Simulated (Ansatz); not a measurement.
CH$_{6}$BClOSi (`BOC[SiH2]Cl`), relaxed with RKS PBE0-D4/def2-TZVP in Ansatz 0.2.0 from a PBE-D4/def2-SVP geometry. The force threshold is 0.005 eV/Å; the program also tests the step.

Charge 0, multiplicity 1.

Start:

```xyz
11

B    -0.374    1.691    1.254
O    -0.812    0.502    0.779
C     0.068   -0.585    0.472
Si    0.081   -0.853   -1.416
Cl    1.325   -2.479   -1.809
H     0.817    1.866    1.467
H    -1.226    2.536    1.447
H    -0.308   -1.500    0.978
H     1.100   -0.390    0.841
H     0.630    0.367   -2.095
H    -1.300   -1.155   -1.917
```

Task: How much energy does the relaxation release, and in how many steps? (Estimate.)

Result: Computed: 4.33 kJ/mol, in 12 steps, 3 of them rejected.

Task: Which bonds change most? (Estimate.)

Result: Ansatz gave: Si4–Cl5 from 2.084 to 2.056 Å; C3–Si4 from 1.907 to 1.885 Å; B1–H6 from 1.223 to 1.202 Å; B1–H7 from 1.216 to 1.195 Å.

Task: Give the relaxed structure. (Best estimate.)

Result: Ansatz gave: 
```xyz
11

B    -0.368    1.673    1.246
O    -0.813    0.505    0.757
C     0.064   -0.578    0.465
Si    0.078   -0.849   -1.401
Cl    1.323   -2.435   -1.801
H     0.803    1.824    1.475
H    -1.188    2.523    1.433
H    -0.307   -1.471    0.975
H     1.077   -0.375    0.833
H     0.608    0.356   -2.082
H    -1.277   -1.173   -1.900
```
